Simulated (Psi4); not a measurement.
CS$_{2}$, singlet, at a GFN2-xTB geometry; MP2/6-31G* (Psi4 1.11).

Psi4 was given this input:
```
memory 2 GB

molecule {
0 1
S    -0.00000000   -0.00000000   -1.55012521
C     0.00000000    0.00000000    0.00000000
S     0.00000000    0.00000000    1.55012521
}

set {
  basis 6-31g*
  freeze_core true
  mp2_type conv
  scf_type pk
  puream true
  d_convergence 1e-8
}

energy('mp2')
print_variables()
```

What the program printed (banner, timings and long lists left out):

```
   => Loading Basis Set <=

    Name: 6-31G*
    Role: ORBITAL
    Keyword: BASIS

         ---------------------------------------------------------
                                   SCF
               by Justin Turney, Rob Parrish, Andy Simmonett
                          and Daniel G. A. Smith
                              RHF Reference
         ---------------------------------------------------------

  ==> Geometry <==

    Molecular point group: d2h
    Full point group: D_inf_h

    Geometry (in Angstrom), charge = 0, multiplicity = 1:

       Center              X                  Y                   Z               Mass
    ------------   -----------------  -----------------  -----------------  -----------------
         S            0.000000000000     0.000000000000    -1.550125210000    31.972071174400
         C            0.000000000000     0.000000000000     0.000000000000    12.000000000000
         S            0.000000000000     0.000000000000     1.550125210000    31.972071174400

  Running in d2h symmetry.

  Rotational constants: A = ************  B =      0.10971  C =      0.10971 [cm^-1]
  Rotational constants: A = ************  B =   3289.14390  C =   3289.14390 [MHz]
  Nuclear repulsion =  109.240664123125924

  Charge       = 0
  Multiplicity = 1
  Electrons    = 38
  Nalpha       = 19
  Nbeta        = 19

  ==> Algorithm <==

  SCF Algorithm Type is PK.
  DIIS enabled.
  MOM disabled.
  Fractional occupation disabled.
  Guess Type is SAD.
  Energy threshold   = 1.00e-08
  Density threshold  = 1.00e-08
  Integral threshold = 1.00e-12

  ==> Primary Basis <==

  Basis Set: 6-31G*
    Blend: 6-31G*
    Number of shells: 22
    Number of basis functions: 50
    Number of Cartesian functions: 53
    Spherical Harmonics?: true
    Max angular momentum: 2

  ==> Integral Setup <==

  Using in-core PK algorithm.
   Calculation information:
      Number of atoms:                   3
      Number of AO shells:              22
      Number of primitives:             69
      Number of atomic orbitals:        53
      Number of basis functions:        50

      Integral cutoff                 1.00e-12
      Number of threads:                 1

  Performing in-core PK
  Using 1626900 doubles for integral storage.
  We computed 29384 shell quartets total.
  Whereas there are 32131 unique shell quartets.

  ==> DiskJK: Disk-Based J/K Matrices <==

    J tasked:                  Yes
    K tasked:                  Yes
    wK tasked:                  No
    Schwarz Cutoff:          1E-12

  Minimum eigenvalue in the overlap matrix is 1.3568971424E-02.
  Reciprocal condition number of the overlap matrix is 4.4159718418E-03.
    Using symmetric orthogonalization.

  ==> Pre-Iterations <==

  SCF Guess: Superposition of Atomic Densities via on-the-fly atomic UHF (no occupation information).

   -------------------------
    Irrep   Nso     Nmo
   -------------------------
     Ag        14      14
     B1g        2       2
     B2g        5       5
     B3g        5       5
     Au         1       1
     B1u       11      11
     B2u        6       6
     B3u        6       6
   -------------------------
    Total      50      50
   -------------------------

  ==> Iterations <==

                        Total Energy        Delta E     RMS |[F,P]|

   @RHF iter SAD:  -832.49691918310600   -8.32497e+02   0.00000e+00
   @RHF iter   1:  -832.85784169932299   -3.60923e-01   8.63938e-03 ADIIS/DIIS
   @RHF iter   2:  -832.87215336541567   -1.43117e-02   5.52104e-03 ADIIS/DIIS
   @RHF iter   3:  -832.88019888344400   -8.04552e-03   1.83923e-03 ADIIS/DIIS
   @RHF iter   4:  -832.88140995843912   -1.21107e-03   3.62457e-04 ADIIS/DIIS
   @RHF iter   5:  -832.88149415262058   -8.41942e-05   9.67633e-05 DIIS
   @RHF iter   6:  -832.88149935900321   -5.20638e-06   9.66267e-06 DIIS
   @RHF iter   7:  -832.88149940758797   -4.85848e-08   1.13102e-06 DIIS
   @RHF iter   8:  -832.88149940813571   -5.47743e-10   1.75739e-07 DIIS
[...]
  @RHF Final Energy:  -832.88149940815015
    Total Energy =                       -832.8814994081501482
  DIE_IF_NOT_CONVERGED          => (empty)
[...]
  PE                            => (empty)
  PRINT                         => (empty)
  PRINT_NOONS                   => (empty)
  PROPERTIES                    => (empty)
  PROPERTIES_ORIGIN             => (empty)
  PUREAM                        => TRUE            !
  QC_MODULE                     => (empty)
  RAS1                          => (empty)
  RAS2                          => (empty)
  RAS3                          => (empty)
  RAS4                          => (empty)
  RELATIVISTIC                  => (empty)
  RELAXED                       => (empty)
  REMP_A                        => (empty)
  RESTRICTED_DOCC               => (empty)
  RESTRICTED_UOCC               => (empty)
  RMS_MOGRAD_CONVERGENCE        => (empty)
  R_CONVERGENCE                 => (empty)
  SCF_TYPE                      => PK              !
  SCREENING                     => (empty)
  SCS_TYPE                      => (empty)
  SOCC                          => (empty)
  SOS_TYPE                      => (empty)
  SPIN_SCALE_TYPE               => NONE            !
  SS_SCALE                      => (empty)
  SYMMETRIZE                    => (empty)
  TPDM_ABCD_TYPE                => (empty)
  WFN                           => (empty)
  WFN_TYPE                      => OMP2            !
  WRITER_FILE_LABEL             => (empty)
  ZORA_BASIS_TOLERANCE          => (empty)
  ZORA_NR_DEBUG                 => (empty)
  ZORA_PRUNING_SCHEME           => (empty)
  ZORA_RADIAL_POINTS            => (empty)
  ZORA_SPHERICAL_POINTS         => (empty)

 ==============================================================================
 ==============================================================================
 ==============================================================================

                             MP2
                    Program Written by Ugur Bozkaya,
              Additional Contributions by J. P. Misiewicz

 ==============================================================================
 ==============================================================================
 ==============================================================================

	MO spaces per irreps...

	IRREP   FC    OCC   VIR  FV
	==============================
	  Ag     4     2     8    0
	 B1g     0     0     2    0
	 B2g     1     1     3    0
	 B3g     1     1     3    0
	  Au     0     0     1    0
	 B1u     3     2     6    0
	 B2u     1     1     4    0
	 B3u     1     1     4    0
	==============================

	Cost of iabc is      0 MB
	Cost of abcd is      0 MB
	Switching to the incore algorithm for iabc..
	Switching to the incore algorithm for abcd..

	Computing MP2 energy using SCF MOs (Canonical MP2)...
	==============================================================================
	Nuclear Repulsion Energy (a.u.)    :   109.24066412312592
	SCF Energy (a.u.)                  :  -832.88149940815015
	REF Energy (a.u.)                  :  -832.88149940815015
	Alpha-Alpha Contribution (a.u.)    :    -0.05206410735424
	Alpha-Beta Contribution (a.u.)     :    -0.27203637831927
	Beta-Beta Contribution (a.u.)      :    -0.05206410735424
	Scaled_SS Correlation Energy (a.u.):    -0.03470940490282
	Scaled_OS Correlation Energy (a.u.):    -0.32644365398312
	SCS-MP2 Total Energy (a.u.)        :  -833.24265246703601
	SOS-MP2 Total Energy (a.u.)        :  -833.23514669996518
	SCSN-MP2 Total Energy (a.u.)       :  -833.06476506603713
	SCS-MP2-VDW Total Energy (a.u.)    :  -833.28177007975307
	SOS-PI-MP2 Total Energy (a.u.)     :  -833.26235033779710
	MP2 Correlation Energy (a.u.)      :    -0.37616459302774
	MP2 Total Energy (a.u.)            :  -833.25766400117789
	==============================================================================

  Variable Map:
  ----------------------------------------------------------------------------
[...]
  Array Variable Map:
  ----------------------------------------------------------------------------
[...]
[...]
```
